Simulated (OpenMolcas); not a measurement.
A run on Pt2+ with its 6 nearest fluoride ions at 2.124 Å, on the Cd site of idealised cubic KCdF3 (a = 4.302 Å, distance in the model lattice 2.151 Å). The rest of the host is ab initio model potentials to 7.6 Å, with orthogonalisation functions on the cations behind the ligands, and point charges beyond; the distance is set by hand and nothing relaxes. Ligand basis ANO-RCC-VDZP.
```
Pt    0.0000    0.0000    0.0000
F     2.1240    0.0000    0.0000
F     0.0000    2.1240    0.0000
F    -2.1240    0.0000    0.0000
F     0.0000   -2.1240    0.0000
F     0.0000    0.0000    2.1240
F     0.0000    0.0000   -2.1240
```

* Program: OpenMolcas
* Method: SS-CASPT2, IPEA 0.25 Eh, imaginary shift 0.1 Eh (closed shells correlated: 5s 5p and the ligand valence shells)
* Basis: ANO-RCC-VDZP [7s6p4d2f]
* Scalar Hamiltonian: DKH2, point nucleus
* Active space: 8 electrons in 5 orbitals (5d)
* State averaging: 2S+1 = 3 even, 10 roots; 2S+1 = 1 even, 15 roots
* Spin-orbit coupling: state interaction with AMFI integrals over the reference wave functions

167 basis functions. Blocks (2S+1, parity, CSFs, roots kept): 3, even, 10, 10; 1, even, 15, 15.

Problem. How long do the CASPT2 steps take on 1 thread of Arm Neoverse V2, with other jobs on the host?

Solution. About 80 s of wall time, without the integral step.
